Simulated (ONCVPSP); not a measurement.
**What one change does to a pseudopotential (silicon (Si), ONCV)**

| Quantity | Value |
| --- | --- |
| Element | silicon (Si) |
| Generator | ONCVPSP 4.0.1 |
| Type | optimised norm-conserving Vanderbilt (ONCV) |
| Functional | PBE |
| Relativity | scalar-relativistic |
| Frozen core | [Ne] |
| Valence charge | 4 |
| Reference configuration | 3s2 3p1 (charge +1) |
| Partial waves | 3s: rc 1.60 bohr, ncon 4, nbas 7, qcut 4.9 1/bohr, local; 3p: rc 2.10 bohr, ncon 4, nbas 7, qcut 4.2 1/bohr, 3 projectors, debl 0.6 Ha |
| Local potential | the s channel |
| Core correction | none |

Change: s: qcut 3.3.

Cutoffs: the cutoffs (Ha) at which the residual kinetic energy of the hardest occupied pseudo-wave falls to 1 and 0.1 mHa per electron; they do not see the model core or the augmentation charge, which bear on the density cutoff. Errors are all-electron minus pseudo energies relative to the spin-unpolarised reference configuration.

Task: What does the change do?

Result: The potential gets harder (8.3 Ha and 11 Ha → 15 Ha and 38 Ha); both files keep a bound ghost (p); of the 4 tests that both files solve, the error grows in 0 and shrinks in 2 by more than 15 % and 0.3 meV (median size 1.0 → 0.8 meV).

```csv
quantity,base,changed
"cutoff, loose",8.3 Ha,15 Ha
"cutoff, tight",11 Ha,38 Ha
loose cutoff by channel,"s 8.3 Ha, p 3.5 Ha","s 15 Ha, p 3.5 Ha"
bound ghosts,p,p
GHOST(+) flags under 300 eV,none,none
"error for 3s2 3p2, meV [ΔE -7.74 eV]",-1.0,-0.5
"error for 3s2 3p0, meV [ΔE 15.99 eV]",-0.9,+1.2
"error for 3s1 3p0, meV [ΔE 49.96 eV]",+68,+69
"error for 3s1 3p3, meV [ΔE -0.93 eV]",-0.9,-0.1
s: phases at 1.63 bohr within 0.05 rad from the reference energy up to (Ha; the scan ends near 5),2.9,2.0
p: phases at 2.13 bohr within 0.05 rad from the reference energy up to (Ha; the scan ends near 5),2.8,2.8
```

 A true bound ghost makes a file unfit for plane-wave use even where its test errors are small: the radial tests pick states by their node count and pass the ghost by.
